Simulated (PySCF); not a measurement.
## [HfOF3]− at several levels of theory

Computed with PySCF 2.14.0 (density fitting, no spin-orbit coupling) at the geometry relaxed with TPSS:

```xyz
5
[HfOF3]− (singlet)
Hf    0.0112    0.0112    0.0112
O     1.0649    1.0649    1.0649
F    -1.1356   -1.1356    1.1623
F     1.1623   -1.1356   -1.1356
F    -1.1356    1.1623   -1.1356
```

| level | basis | state | HOMO (eV) | gap (eV) | charge on Hf1 (e) | dipole about the centre of mass (D) | largest force component (eV/Å) |
| --- | --- | --- | --- | --- | --- | --- | --- |
| TPSS | Hf def2-SVP with ECP60, O def2-SVP, F def2-SVP | singlet | -1.04 | 4.67 | 0.80 | 2.75 | 0.03 |
| CAM-B3LYP | the same | singlet | -3.93 | 8.56 | 0.88 | 2.96 | 0.52 |
| M06-L | the same | singlet | -1.07 | 5.66 | 1.13 | 2.70 | 0.33 |
| BLYP | the same | singlet | -0.88 | 4.24 | 0.65 | 2.70 | 0.20 |
| TPSS | Hf def2-TZVP with ECP60, O def2-TZVP, F def2-TZVP | singlet | -1.21 | 4.76 | 1.34 | 2.83 | 0.17 |
| TPSS | Hf x2c-SVPall, O x2c-SVPall, F x2c-SVPall | singlet | -1.32 | 4.66 | 0.85 | 2.72 | 0.72 |

Charges are Mulliken's, which hang on the basis. The relaxation used the grid (50, 194), these runs (75, 302) or, all-electron (x2c bases, spin-free X2C Hamiltonian), (99, 590).

**Question.** What does TPSSh with Hf def2-SVP with ECP60, O def2-SVP, F def2-SVP give here?

**Answer.** state singlet, HOMO (eV) -1.65, gap (eV) 5.51, charge on Hf1 (e) 0.90, dipole about the centre of mass (D) 2.81, largest force component (eV/Å) 0.20. Time: 3.8 s on 2 threads of Arm Neoverse V1, with other jobs on the host, from an already converged density.

No frequency check is given that shows the relaxed geometry to be a minimum.
